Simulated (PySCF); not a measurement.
C7H4OS.
Structure used (PBE0-D3(BJ)/def2-SVP), in Å, numbered top down from 1:
```xyz
13
C7H4OS angstrom
C      3.521    0.029    0.109
C      2.310   -0.003    0.127
C      0.888   -0.015    0.149
C      0.111    1.098    0.250
C     -1.330    1.016    0.268
S     -2.305    2.343    0.395
C     -1.829   -0.339    0.166
C     -0.981   -1.384    0.070
O      0.356   -1.258    0.060
H      4.596    0.055    0.093
H      0.589    2.075    0.320
H     -2.905   -0.513    0.168
H     -1.285   -2.429   -0.009
```

Linear response at CAM-B3LYP/def2-SVPD (PySCF, frozen core in the response, non-relativistic). Geometry: PBE0-D3(BJ)/def2-SVP; no solvent, vibrations or thermal averaging.

Static isotropic polarisability: 120.05 au (17.79 Å³), principal values 61.6, 107.9, 190.6 au.

What is the polarisability at 1064 nm and at the sodium D line?

123.36 au at 1064 nm (+2.8 %), 132.79 au at 589.3 nm (+10.6 %). The lowest singlet lies at 510 nm (f = 0.000), near or inside this range; the response is undamped and has a pole at each allowed excitation.

What is the isotropic C6 coefficient between two such molecules, C6 = (3/π)∫α(iω)² dω?

4233 au (Eh·bohr⁶) by a ten-point quadrature over imaginary frequencies, which is 2530 eV·Å⁶ or 244 J·nm⁶/mol.

Which effective excitation energy ω̄ makes London's formula C6 = (3/4)α²ω̄ exact here?

ω̄ = 4·C6/(3α²) = 0.392 Eh = 10.7 eV.

How many electrons N does the Slater–Kirkwood formula C6 = (3/4)·√N·α^(3/2) need to give this C6?

N = (4·C6/3)²/α³ = 18.4; the species has 70 electrons in all.

The lowest 6 singlets have (eV, f): 2.43, 0.000; 4.01, 0.408; 4.29, 0.001; 4.51, 0.106; 5.13, 0.224; 5.38, 0.000. What share of the static polarisability do they carry in the sum over states α = Σ f/ω²?

28.98 au, 24.1 % of α; the largest term, 18.79 au, is that of the state at 4.01 eV. Their oscillator strengths add up to 0.74. Higher states carry the rest.

What three-body coefficient follows from the one-pole estimate C9 = (3/4)·α·C6?

381000 au. This is an estimate from the two numbers above, not a computed integral.
